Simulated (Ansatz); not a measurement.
C2H8OSi2 can be A, `O=CC([SiH3])[SiH3]`, or B, `C=C[SiH2]O[SiH3]`.

Gas-phase electronic energies from Ansatz, PBE0-D4/def2-TZVP geometries. CCSD(T)/CBS is the MP2 limit (def2-TZVPP, def2-QZVPP) plus CCSD(T) − MP2 in def2-TZVPP, frozen cores. DFT in def2-TZVPP. B3LYP here is the variant with VWN-RPA as its local correlation; programs differ in this. One conformer a species, not always the lowest.

A:

```xyz
13

O    -1.734   -0.305   -1.513
C    -1.318   -0.871   -0.535
C    -0.027   -0.546    0.129
Si    1.267    0.031   -1.126
Si   -0.320    0.804    1.426
H    -1.912   -1.682   -0.062
H     0.337   -1.413    0.691
H     1.023    1.435   -1.536
H     1.254   -0.859   -2.313
H     2.596   -0.045   -0.463
H    -0.850    2.021    0.767
H     0.975    1.105    2.088
H    -1.291    0.325    2.446
```

B:

Z-matrix (Å, degrees):
```
Si
C 1 1.853
O 1 1.636 2 109.7
H 1 1.486 2 110.6 3 119.4
H 1 1.490 2 110.0 3 -120.8
C 2 1.330 1 123.1 3 -0.7
H 2 1.090 1 118.6 3 179.2
Si 3 1.633 1 145.9 2 -94.5
H 6 1.086 2 122.3 1 179.8
H 6 1.086 2 121.6 1 -0.4
H 8 1.486 3 109.5 1 104.6
H 8 1.484 3 109.0 1 -136.0
H 8 1.487 3 110.4 1 -15.6
```

(1) Which isomer does CCSD(T)/CBS put lower? Give the gap. (An estimate is asked.)

(2) Give E(B) − E(A) in kJ/mol with CCSD/def2-TZVPP, PBE-D4, LDA (SPW92), CCSD(T)/def2-SVP, B3LYP, CCSD(T)/def2-TZVPP, B2PLYP. (Best estimate.)

(3) Does the order hold for the free energy at 298.15 K (harmonic terms from PBE0-D4)? (Best estimate.)

Largest T1 diagnostic: 0.014.

Results:

(1) Computed: B, by 215.0 kJ/mol.

(2) The calculation gave: CCSD/def2-TZVPP -213.4, PBE-D4 -172.6, LDA (SPW92) -174.8, CCSD(T)/def2-SVP -162.0, B3LYP -211.3, CCSD(T)/def2-TZVPP -206.5, B2PLYP -212.0. None reverses the order clearly.

(3) Ansatz gave: Yes: G(B) − G(A) = -210.5 kJ/mol, for one conformer each. Modes under 60 cm⁻¹, often nearly free rotors, make the harmonic entropy too high.

At CCSD(T), def2-SVP lies +53.0 kJ/mol from the extrapolated value and def2-TZVPP +8.6 kJ/mol. The D4 term adds +4.1 kJ/mol with B3LYP and +1.9 kJ/mol with PBE0; it sums over pairs of atoms, weighted by their polarisabilities, and B3LYP, whose exchange is more repulsive, gets the larger term.
